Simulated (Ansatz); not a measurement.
Frontier orbitals of `O[SiH2]C#[C][GeH3]`.

```xyz
11

O     1.3722   -0.3836    2.7577
Si    1.2720   -1.2202    1.3482
C     0.2913   -0.3108    0.1019
C    -0.3730    0.2868   -0.7202
Ge   -1.4022    1.2276   -2.0141
H     0.5550   -0.0805    3.1556
H     0.6218   -2.5424    1.5342
H     2.6611   -1.3854    0.8715
H    -2.7269    0.4846   -2.2213
H    -0.6086    1.2800   -3.3241
H    -1.6627    2.6440   -1.4894
```

The species carries charge 0 and has multiplicity 1. Correlated methods include outer-core shells of Ge, which these sets cover unevenly. Scalar relativity is left out up to krypton. The structure was optimised at the PBE0-D4/def2-TZVP level. It is one conformer, not always the lowest. Basis def2-TZVPP, Ansatz.

Orbital energies of one run (eV). Highest occupied ones, from the top: -7.18, -7.34, -8.02, -8.83, -9.28, -9.29, -9.83, -9.87, -10.77, -12.97, -14.76, -15.51, -20.01, -27.42. Empty: -1.53, -1.14, 0.10, 0.37, 0.48, 0.97.

Task: Which functional gave them?
A. B97M-V
B. revPBE
C. r2SCAN0
D. ωB97M-V

Result: A. HOMO energies: B97M-V -7.18, r2SCAN0 -8.25, ωB97M-V -10.28, revPBE -6.82 eV.
